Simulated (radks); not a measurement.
Question: Species: Dy+. Configuration: [Kr] 4d10 4f10.25 5s1.75 5p6 6s1 (fractional occupations, a model configuration). Method: scalar-relativistic Kohn-Sham, r2SCAN, spin-polarised, spherical densities, finite nucleus; open shells are filled with parallel spins first (spin-orbit coupling, left out, can overturn this in heavy ions); meta-GGA in the generalised Kohn-Sham scheme; Fermi nuclear charge, rms radius 5.2218 fm; computed with a radial shooting solver on a logarithmic mesh with Libxc functionals. Some entries of the table are withheld. Estimate them.

| orbital | occ. | eigenvalue (eV) | <1/r> (bohr^-1) | r(max) (bohr) |
|---|---|---|---|---|
| 1s up | 1 | -53735.59 | 74.55 | 0.01338 |
| 1s down | 1 | -53735.55 | 74.55 | 0.01338 |
| 2s up | 1 | -8975.333 | 17.34 | 0.07600 |
| 2s down | 1 | -8975.317 | 17.34 | 0.07600 |
| 2p up | 3 | -7961.210 | 16.09 | 0.06169 |
| 2p down | 3 | -7961.181 | 16.09 | 0.06169 |
| 3s up | 1 | -2011.126 | 6.391 | 0.2152 |
| 3s down | 1 | -2009.230 | 6.395 | 0.2151 |
| 3p up | 3 | -1698.188 | 5.983 | 0.2115 |
| 3p down | 3 | -1696.287 | 5.987 | 0.2114 |
| 3d up | 5 | -1295.435 | 5.666 | 0.1732 |
| 3d down | 5 | -1293.961 | 5.670 | 0.1731 |
| 4s up | 1 | -408.3495 | 2.682 | 0.4943 |
| 4s down | 1 | -404.0649 | 2.681 | 0.4943 |
| 4p up | 3 | -304.8923 | 2.460 | 0.5162 |
| 4p down | 3 | -300.6086 | 2.460 | 0.5161 |
| 4d up | 5 | -163.4233 | 2.168 | 0.5352 |
| 4d down | 5 | -159.1021 | 2.167 | 0.5350 |
| 5s up | 1 | -57.8023 | 1.019 | 1.157 |
| 5s down | 0.75 | -55.3716 | 0.9995 | 1.169 |
| 5p up | 3 | -33.4201 | 0.8526 | 1.317 |
| 5p down | 3 | -31.7289 | 0.8344 | 1.336 |
| 4f up | 7 | (1) | 1.562 | (2) |
| 6s up | 1 | -9.3983 | 0.3352 | 3.284 |
| 6s down | 0 | -7.5446 | 0.3214 | 3.375 |
| 5d up | 0 | -7.0954 | 0.4771 | 1.969 |
| 4f down | 3.25 | (3) | 1.518 | (4) |
| 5d down | 0 | -5.9619 | 0.4593 | 1.964 |
| 6p up | 0 | -5.6325 | 0.2746 | (5) |
| 6p down | 0 | -4.8192 | 0.2140 | (6) |

Answer: 
(1) 4f up eigenvalue (eV): -10.5415
(2) 4f up r(max) (bohr): 0.5404
(3) 4f down eigenvalue (eV): -6.6727
(4) 4f down r(max) (bohr): 0.5422
(5) 6p up r(max) (bohr): 3.965
(6) 6p down r(max) (bohr): 4.999
